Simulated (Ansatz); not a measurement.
Relaxation of H₄O₂Sn (7 atoms, charge 0, multiplicity 1), to a largest force component of 0.02 eV/Å in at most 40 steps.

All numbers below come from RKS PBE/def2-SVP in Ansatz 0.2.0.

```xyz
7
Properties=species:S:1:pos:R:3
Sn 0.000 0.000 0.000
H 0.000 0.000 1.740
O 1.848 0.000 -0.653
H 2.165 -0.952 -0.769
O -0.923 1.599 -0.653
H -1.881 1.369 -0.875
H -0.820 -1.420 -0.579
```

Problem. Where does it end, and by what steps?

Solution. It converged. After 9 steps the energy has fallen by 0.266 eV; H4 moved furthest, 0.79 Å.

```
step  energy less start (eV)  largest force component (eV/Å)  accepted
   0                  0.0000                           1.698       yes
   1                 -0.1122                           1.482       yes
   2                 -0.0876                           1.727        no
   3                 -0.1921                           0.285       yes
   4                 -0.2135                           0.191       yes
   5                 -0.2390                           0.209       yes
   6                 -0.2618                           0.072       yes
   7                 -0.2654                           0.158       yes
   8                 -0.2659                           0.064       yes
   9                 -0.2662                           0.003       yes
```

```xyz
7
Properties=species:S:1:pos:R:3
Sn -0.093 -0.159 0.223
H 0.015 0.078 1.916
O 1.817 -0.140 -0.411
H 1.876 -0.472 -1.327
O -1.053 1.482 -0.435
H -1.285 1.391 -1.379
H -0.888 -1.584 -0.375
```

Whether the end is a true minimum wasn't checked by a vibrational analysis.

Time of the run: 20 s on 1 thread of Arm Neoverse V1, on a shared host, peak memory 0.12 GiB.
